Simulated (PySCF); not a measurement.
Computed shifts of a molecule C₄H₆F₂, PBE/pcSseg-1 in PySCF, GIAO, gas phase, atoms alike by connectivity averaged where their shifts nearly agree, in ppm (number of nuclei): ¹³C: 163.7 (1), 120.0 (1), 93.2 (1), 26.5 (1). ¹⁹F: -119.6 (1), -215.2 (1). ¹H: 7.12 (1), 5.34 (1), 5.29 (1), 1.80 (3). References: ¹³C against TMS (σ = 182.0 ppm); ¹⁹F against CFCl3 (σ = 133.6 ppm); ¹H against TMS (σ = 31.49 ppm), references at their B3LYP-D3(BJ)/def2-TZVP geometries, non-relativistic. The structure is a stationary point at r2SCAN-D4/def2-SVP. One conformer was computed; it need not be the lowest.

Which structure fits?
(A) C[C@@]1(F)C[C@@H]1F
(B) C[C@H]1[C@@H](F)[C@H]1F
(C) CC(C)=C(F)F
(D) C[C@@H](F)/C=C\F

D, C[C@@H](F)/C=C\F
